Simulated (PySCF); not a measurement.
# CoO2Cl: from structure and modes to constants

All numbers come from PySCF, UPBE0, basis Co def2-TZVP, O def2-TZVP, Cl def2-TZVP (no relativity, density fitting).

The triplet minimum has C2v symmetry. Masses (u): Co 58.93320, O 15.99492, Cl 34.96885.

```xyz
4
charge 0 multiplicity 3, angstrom
Co   -0.3699    0.0000    0.0000
O    -1.1518    1.3429    0.0000
O    -1.1518   -1.3429    0.0000
Cl    1.6771    0.0000    0.0000
```

Harmonic wavenumbers (cm⁻¹): 156.8 (b1, ×1), 180.7 (b2, ×1), 310.5 (a1, ×1), 470.5 (a1, ×1), 996.3 (b2, ×1), 1006.0 (a1, ×1).

Problem. Find the principal moments of inertia and the rotational constants. What kind of rotor is it?

Solution. About the centre of mass I = 57.687, 148.87, 206.55 u Å². With B = 16.8576/I this gives 0.2922, 0.1132, 0.08161 cm⁻¹. The molecule is an asymmetric top with κ = -0.70.

Problem. What is the harmonic zero-point energy?

Solution. Half the sum of all 6 wavenumbers, 3121/2 = 1560 cm⁻¹, which is 18.7 kJ/mol (1 cm⁻¹ = 0.0119627 kJ/mol).

Problem. Find the vibrational entropy and heat capacity at 298.15 K.

Solution. With u = 1.43878 ω/T, each mode gives S = R[u/(eᵘ−1) − ln(1−e⁻ᵘ)] and C = R u² eᵘ/(eᵘ−1)².
```json
{"ω (cm⁻¹)": "156.8", "u": "0.757", "S (J/(mol K))": "10.83", "C (J/(mol K))": "7.93"}
{"ω (cm⁻¹)": "180.7", "u": "0.872", "S (J/(mol K))": "9.71", "C (J/(mol K))": "7.81"}
{"ω (cm⁻¹)": "310.5", "u": "1.498", "S (J/(mol K))": "5.69", "C (J/(mol K))": "6.92"}
{"ω (cm⁻¹)": "470.5", "u": "2.270", "S (J/(mol K))": "3.08", "C (J/(mol K))": "5.50"}
{"ω (cm⁻¹)": "996.3", "u": "4.808", "S (J/(mol K))": "0.40", "C (J/(mol K))": "1.60"}
{"ω (cm⁻¹)": "1006.0", "u": "4.854", "S (J/(mol K))": "0.38", "C (J/(mol K))": "1.55"}
```
The sums over all modes are S = 30.1 and C = 31.3 J/(mol K); the softest mode gives 36 % of the entropy.

Problem. Give the standard entropy (298.15 K, 1 bar) by its translational, rotational, vibrational and spin parts, and Cp.

Solution. Sackur–Tetrode with M = 125.89 u gives 169.2; rotation with symmetry number 2 gives 102.6; vibration 30.1; spin R ln 3 = 9.1. The total is 311.0 J/(mol K), and Cp = 4 R + 31.3 = 64.6 J/(mol K).

This need not be the most stable arrangement of these atoms. With open d or f shells other occupations or spin states may lie lower.
